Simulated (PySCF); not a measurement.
# Ionisation energy of In+ by level of theory

In+ [Kr] 4d10 5s2 (1S) → In(2+) [Kr] 4d10 5s1 (2S), as a difference of total energies. Computed with PySCF 2.14 in x2c-TZVPPall, with scalar relativity by spin-free X2C-1e. Correlated levels: valence: [Kr] 4d10 frozen; valence and next inner shell: [Ar] 3d10 frozen. The calculations carry no spin-orbit coupling.

```tsv
method	ionisation energy (eV)
UHF	17.035
LDA	19.414
PBE	18.981
r2SCAN	18.704
B2PLYP	18.475
M06-L	18.593
wB97M-V	18.731
MP2 (valence)	17.656
SCS-MP2 (valence)	17.781
MP2 (valence and next inner shell)	18.759
SCS-MP2 (valence and next inner shell)	18.705
```

Problem. Estimate what PBE0 gives.

Solution. 18.678 eV, closest to r2SCAN among the rows shown.

Problem. Estimate what CAM-B3LYP gives.

Solution. 18.939 eV, closest to PBE among the rows shown.

Errors of the correlated levels include the incompleteness of this basis and the frozen core.

For comparison: 18.870 eV (measured; NIST Atomic Spectra Database, ionization energies).
